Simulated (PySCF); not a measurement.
Molecule: SMILES C(C[O-])C(F)(F)C(F)(F)F, [C₄H₄F₅O]-.

Cartesian coordinates in Å; atom numbers follow the order of the lines, from 1:
```xyz
14

O     0.797    1.911    0.205
C     1.439    0.811    0.346
C     0.861   -0.409   -0.570
C    -0.480   -0.843   -0.078
F    -1.061   -1.773   -0.940
F    -0.410   -1.525    1.101
C    -1.549    0.258    0.095
F    -1.615    1.094   -0.932
F    -1.469    0.925    1.231
F    -2.780   -0.338    0.134
H     1.450    0.363    1.396
H     2.540    0.830    0.033
H     0.749   -0.030   -1.585
H     1.525   -1.276   -0.556
```

Total charge -1.

Frames of a GFN2-xTB Langevin trajectory at 300 K; GIAO PBE0/pcSseg-1 shieldings in PySCF, gas phase, non-relativistic; equivalent atoms averaged within each frame.

Shifts are taken against calculated references (same method and geometry level): H2O for ¹⁷O (σref 336.08); ¹³C (σref 186.93), ¹H (σref 31.72) vs TMS; ¹⁹F (σref 170.95) vs CFCl3. The references are static minima.

**Question.** How do the shifts (ppm) fluctuate along the trajectory?

**Answer.** 
```csv
time (fs),O1,C4,C7,C2,C3,F8/F9/F10,F5/F6,H11/H12,H13/H14
optimised geometry,130.7,131.8,131.1,80.3,54.6,-90.7,-125.3,6.64,1.77
250,160.5,135.0,133.5,82.2,54.0,-90.5,-113.8,6.67,2.18
425,141.9,131.5,127.0,87.4,52.4,-91.4,-112.8,7.53,1.75
625,139.1,145.9,127.1,82.8,57.0,-94.7,-101.1,6.80,1.92
800,148.7,141.1,131.9,89.5,56.4,-85.5,-105.3,7.28,1.70
1000,138.0,140.6,140.9,87.4,55.4,-75.8,-112.4,6.80,1.26
mean of frames,145.6,138.8,132.1,85.9,55.0,-87.6,-109.1,7.02,1.76
standard deviation,9.3,5.6,5.7,3.2,1.9,7.4,5.6,0.37,0.34
```

5 frames give an uncertainty of the mean of about the standard deviation over 2.2 at best, since frames this close in time may not be independent; classical motion lacks zero-point vibration, and the reference would need the same averaging.
